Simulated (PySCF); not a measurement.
Si(H)2(Cl)(NH2) (ClH₄NSi), SMILES [SiH2](N)Cl. Geometry: ωB97X-D3(BJ)/def2-TZVP. Other conformers were not sampled.

TDA-ωB97X/def2-SVPD (PySCF) puts the lowest singlet excitations at 7.30, 8.27, 8.44, 8.55, 8.86, 8.91 eV.

Q: What are the lowest excitation roots from ADC(2)/aug-cc-pVDZ in PySCF? (An estimate is asked for; the answer gives what the named calculation found.)

A: 6.33, 7.50, 7.70, 7.83, 7.97, 8.14 eV. S1 differs by -0.97 eV (second minus first; roots are paired by order, and the bases may differ).
